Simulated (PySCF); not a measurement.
## Assigning NMR signals

Geometry:
```json
{"atom": "B1", "x (Å)": "-1.014", "y (Å)": "2.373", "z (Å)": "-0.712"}
{"atom": "P2", "x (Å)": "-0.623", "y (Å)": "0.561", "z (Å)": "-0.280"}
{"atom": "C3", "x (Å)": "1.069", "y (Å)": "0.131", "z (Å)": "-0.105"}
{"atom": "C4", "x (Å)": "2.263", "y (Å)": "-0.081", "z (Å)": "-0.002"}
{"atom": "C5", "x (Å)": "3.685", "y (Å)": "-0.332", "z (Å)": "0.123"}
{"atom": "C6", "x (Å)": "-1.489", "y (Å)": "-0.342", "z (Å)": "1.086"}
{"atom": "C7", "x (Å)": "-1.615", "y (Å)": "-1.582", "z (Å)": "0.175"}
{"atom": "C8", "x (Å)": "-1.389", "y (Å)": "-0.868", "z (Å)": "-1.175"}
{"atom": "H9", "x (Å)": "-2.237", "y (Å)": "2.357", "z (Å)": "-0.779"}
{"atom": "H10", "x (Å)": "-0.572", "y (Å)": "3.025", "z (Å)": "0.222"}
{"atom": "H11", "x (Å)": "-0.455", "y (Å)": "2.579", "z (Å)": "-1.779"}
{"atom": "H12", "x (Å)": "3.935", "y (Å)": "-1.358", "z (Å)": "-0.187"}
{"atom": "H13", "x (Å)": "4.260", "y (Å)": "0.367", "z (Å)": "-0.503"}
{"atom": "H14", "x (Å)": "4.012", "y (Å)": "-0.202", "z (Å)": "1.166"}
{"atom": "H15", "x (Å)": "-0.959", "y (Å)": "-0.456", "z (Å)": "2.040"}
{"atom": "H16", "x (Å)": "-2.452", "y (Å)": "0.161", "z (Å)": "1.262"}
{"atom": "H17", "x (Å)": "-0.797", "y (Å)": "-2.290", "z (Å)": "0.375"}
{"atom": "H18", "x (Å)": "-2.565", "y (Å)": "-2.132", "z (Å)": "0.261"}
{"atom": "H19", "x (Å)": "-0.783", "y (Å)": "-1.380", "z (Å)": "-1.933"}
{"atom": "H20", "x (Å)": "-2.325", "y (Å)": "-0.513", "z (Å)": "-1.635"}
```

- KT3/pcSseg-1 with gauge-including orbitals
- geometry: PBE0-D3(BJ)/def2-SVP
- program: PySCF 2.14
- in vacuum, no relativistic terms, one conformer, rapidly exchanging positions averaged

Scale: 13C (σref 182.31), 1H (σref 31.32) against TMS (reference shieldings calculated alike).

(1) Assign these signals to the numbered atoms. 13C{1H} NMR (computed): δ 103.9, 69.8, 31.4, 26.4, 7.6.

(2) Assign these signals to the numbered atoms. 1H NMR (400 MHz, computed): δ 2.85 (m, 1H), 2.34 (m, 1H), 2.30 (m, 2H), 2.21 (s, 3H), 2.02 (m, 2H), 1.13 (br, 3H).

Results:

(1) 
103.9 → C4, alkyne carbon: the triple bond shields along its axis, which puts it between sp3 and sp2 carbons
69.8 → C3, alkyne carbon
31.4 → C6/C8, sp3 CH2 bonded to P
26.4 → C7, sp3 CH2 in a ring: aliphatic region, no heteroatom directly attached
7.6 → C5, propargylic methyl carbon: saturated and bonded to C and H only

(2) 
2.85 → H17, hydrogen on an sp3 CH2 in a ring
2.34 → H18, hydrogen on an sp3 CH2 in a ring
2.30 → H16/H20, hydrogen on an sp3 CH2 bonded to P
2.21 → H12/H13/H14, hydrogen on a propargylic methyl carbon
2.02 → H15/H19, hydrogen on an sp3 CH2 bonded to P
1.13 → H9/H10/H11, hydrogen on a boron bonded to P

H18 and H16/H20; H16/H20 and H12/H13/H14 lie closer than the usual error of such a calculation, so a measured spectrum could show them in the other order.

Hydrogens on boron are broadened and split by 11B (spin 3/2, 80 %) and 10B (spin 3). Splittings by 31P in the carbon and heteronuclear signals aren't shown, as no couplings were computed. Shifts are as computed, not scaled to solution data. Of 1211 compounds with measured shifts, 218 miss one by over three times the rms of a fit or turn the order of signals round; such compounds aren't used in these exercises. No couplings were computed; multiplicities are counted from neighbouring protons, with m where these are inequivalent, close in shift, in a saturated or five-membered ring or joined by F or P, and br s for small geminal =CH2 splittings.
